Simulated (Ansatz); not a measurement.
`F[SiH2][SeH]` + `BCl` → `ClB[SeH]` + `F[SiH3]` at 400 K and 1 bar (formal exchange of groups at the Se–Si bond).

Isolated molecules relaxed with PBE0-D4/def2-TZVP in Ansatz; ΔE leaves out vibrations. CBS: MP2 limit from def2 TZ/QZ plus the TZ coupled-cluster correction, frozen cores. This one scheme is used for every species. For Se outer-core shells are correlated without core-valence functions, which leaves a few kJ/mol of doubt a bond. Scalar relativity is left out up to krypton. Each species was taken in one conformer, which may not be the lowest.

```
       species  CCSD(T)/CBS energy (Eh)  H − E (kJ/mol)  S (J/(mol·K))
`F[SiH2][SeH]`              -2791.46485            97.7          328.5
         `BCl`               -485.78909            70.2          247.0
    `ClB[SeH]`              -2886.53463            78.6          312.0
     `F[SiH3]`               -390.72345            88.0          253.8
```

H − E and S are ideal-gas, rigid-rotor, harmonic terms from PBE0-D4/def2-TZVP, for one conformer and one mirror image of each species. 1 Eh = 2625.50 kJ/mol, R = 8.31446 J/(mol·K).

Task: By hand: ΔE, ΔH, ΔS and ΔG.

Result: ΔE = (-2886.53463) + (-390.72345) − (-2791.46485) − (-485.78909) = -0.00414 Eh = -10.9 kJ/mol. Δ(H − E) = 78.6 + 88.0 − 97.7 − 70.2 = -1.3, so ΔH = -12.2 kJ/mol. ΔS = 312.0 + 253.8 − 328.5 − 247.0 = -9.7 J/(mol·K). ΔG = -12.2 − 400 × (-9.7)/1000 = -8.3 kJ/mol.

Task: By hand: the equilibrium constant, and the temperature at which ΔG would vanish if ΔH and ΔS stayed fixed.

Result: log₁₀ K = −ΔG/(RT ln 10) = 1.1. ΔG = 0 at ΔH/ΔS = 1258 K, though so small a ΔS makes that figure unsure.

The number of gas molecules stays the same, so ΔS is small and ΔH decides. A doubt of 5 kJ/mol in ΔE shifts log₁₀ K by 0.7 here. Other conformers and mirror images would add mixing entropy, several J/(mol·K) or more a flexible species. These are equilibria of isolated gas molecules and say nothing of rates. Largest T1 diagnostic: 0.012 (customary marks: 0.02 for closed shells, 0.045 for open ones).
